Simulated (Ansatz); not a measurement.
`N#[C][GaH2]` + `F[B]1[CH2][GeH2]1` → `N#[C][GaH][F]` + `[BH]1[CH2][GeH2]1`  (redistribution)

Computed with Ansatz on PBE0-D4/def2-TZVP structures; ΔE is electronic, products minus reactants. CCSD(T)/CBS adds triple-zeta CCSD(T) − MP2 to the extrapolated MP2 energy (def2 sets, frozen cores). Functionals use def2-TZVPP. HSE06 is defined as in plane-wave codes. For Ga, Ge outer-core shells are correlated without core-valence functions, which leaves a few kJ/mol of doubt a bond. Scalar relativity is left out up to krypton.

`N#[C][GaH2]`:

```xyz
5

N    -2.108    0.855   -0.648
C    -1.080    0.438   -0.332
Ga    0.657   -0.267    0.202
H     0.873   -0.466    1.727
H     1.657   -0.561   -0.949
```

`F[B]1[CH2][GeH2]1`:

Cartesian coordinates in Å:
```
F -1.687 1.702 -0.330
B -0.995 0.618 -0.057
C -0.295 -0.426 -0.858
Ge 0.610 0.122 1.012
H -0.374 -1.472 -0.569
H -0.003 -0.295 -1.899
H 0.863 -1.232 1.678
H 1.881 0.985 1.023
```

`N#[C][GaH][F]`:

Cartesian coordinates in Å:
```
N 1.815 1.514 -0.430
C 0.948 0.784 -0.220
Ga -0.452 -0.483 0.182
F -1.948 -0.091 -0.619
H -0.362 -1.724 1.088
```

`[BH]1[CH2][GeH2]1`:

Z-matrix (Å, degrees):
```
C
Ge 1 2.265
B 1 1.465 2 58.9
H 1 1.090 2 138.8 3 -104.0
H 1 1.089 2 85.1 3 137.9
H 2 1.534 1 95.2 3 -141.9
H 2 1.543 1 123.8 3 101.4
H 3 1.187 1 133.7 2 -140.0
```

```
             level  ΔE (kJ/mol)  difference from CCSD(T)/CBS
           PBE0-D4         31.8                          9.0
            B2PLYP         22.1                         -0.7
          PBE-QIDH         28.0                          5.2
               PBE         27.8                          5.0
            revPBE         25.0                          2.2
              BLYP         21.8                         -1.0
              PBE0         31.8                          9.0
             HSE06         31.6                          8.8
             BHLYP         29.9                          7.1
         CAM-B3LYP         30.5                          7.7
           LC-ωPBE         34.0                         11.2
     CCSD/def2-SVP         29.0                          6.2
     HF/def2-TZVPP         31.4                          8.6
CCSD(T)/def2-TZVPP         21.9                         -0.9
    MP2/def2-QZVPP         18.3                         -4.5
     MP2/CBS(def2)         19.0                         -3.8
       CCSD(T)/CBS         22.8                            0
```

Largest T1 diagnostic among the species: 0.015.

At CCSD(T), def2-SVP lies +4.9 kJ/mol from the extrapolated value and def2-TZVPP −0.8 kJ/mol. From r2SCAN to r2SCAN0 (25 % exact exchange), in def2-TZVPP and without D4, ΔE moves by +3.3 kJ/mol.
